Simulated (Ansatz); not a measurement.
`Cl[SiH2][GeH3]` + `BNC` → `B[N](C)[GeH3]` + `[SiH3]Cl` at 600 K and 1 bar (cleavage of the Ge–Si bond).

Calculated with Ansatz (gas phase, PBE0-D4/def2-TZVP geometries, no zero-point term in ΔE). CCSD(T)/CBS is the MP2 limit (def2-TZVPP, def2-QZVPP) plus CCSD(T) − MP2 in def2-TZVPP, frozen cores. This one scheme is used for every species. For Ge outer-core shells are correlated without core-valence functions, which leaves a few kJ/mol of doubt a bond. Scalar relativity is left out up to krypton.

```tsv
species	CCSD(T)/CBS energy (Eh)	H − E (kJ/mol)	S (J/(mol·K))
`Cl[SiH2][GeH3]`	-2828.01436	162.9	414.1
`BNC`	-121.18426	242.2	328.7
`B[N](C)[GeH3]`	-2198.49616	297.1	428.1
`[SiH3]Cl`	-750.69636	99.4	294.6
```

H − E and S are ideal-gas, rigid-rotor, harmonic terms from PBE0-D4/def2-TZVP. 1 Eh = 2625.50 kJ/mol, R = 8.31446 J/(mol·K).

Task: By hand: ΔE, ΔH, ΔS and ΔG.

Result: ΔE = (-2198.49616) + (-750.69636) − (-2828.01436) − (-121.18426) = 0.00610 Eh = 16.0 kJ/mol. Δ(H − E) = 297.1 + 99.4 − 162.9 − 242.2 = -8.6, so ΔH = 7.4 kJ/mol. ΔS = 428.1 + 294.6 − 414.1 − 328.7 = -20.1 J/(mol·K). ΔG = 7.4 − 600 × (-20.1)/1000 = 19.5 kJ/mol.

Task: By hand: the equilibrium constant, and the temperature at which ΔG would vanish if ΔH and ΔS stayed fixed.

Result: log₁₀ K = −ΔG/(RT ln 10) = -1.7. ΔH and −TΔS have one sign here, so there is no such temperature.

TΔS isn't small against ΔH here. A doubt of 5 kJ/mol in ΔE shifts log₁₀ K by 0.4 here. These are equilibria of isolated gas molecules and say nothing of rates. Largest T1 diagnostic: 0.013 (customary marks: 0.02 for closed shells, 0.045 for open ones).
